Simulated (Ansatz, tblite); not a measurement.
Forces on Au2Br⁺ at its r2SCAN-D4/def2-TZVP geometry. The state is a singlet with charge 1.

In the def2 sets Au takes a core potential; there is no spin–orbit coupling. The xTB rows come from tblite. The structure comes from a short search, and lower isomers may exist.

GFN1-xTB (tblite), largest force 0.30 eV/Å:

```xyz
3
positions Å, forces eV/Å
Au   -1.418   -0.139   -0.625    0.277    0.027    0.120
Au    0.428    0.159    1.487   -0.082   -0.031   -0.289
Br    0.990   -0.021   -0.862   -0.195    0.004    0.169
```

GFN2-xTB (tblite), largest force 0.36 eV/Å:

```
Au -0.225 -0.039 -0.284
Au 0.251 0.038 0.262
Br -0.027 0.000 0.023
```

PBE0-D4/def2-TZVP (Ansatz), largest force 0.24 eV/Å:

```
Au -0.176 -0.025 -0.161
Au 0.136 0.026 0.197
Br 0.040 -0.001 -0.035
```
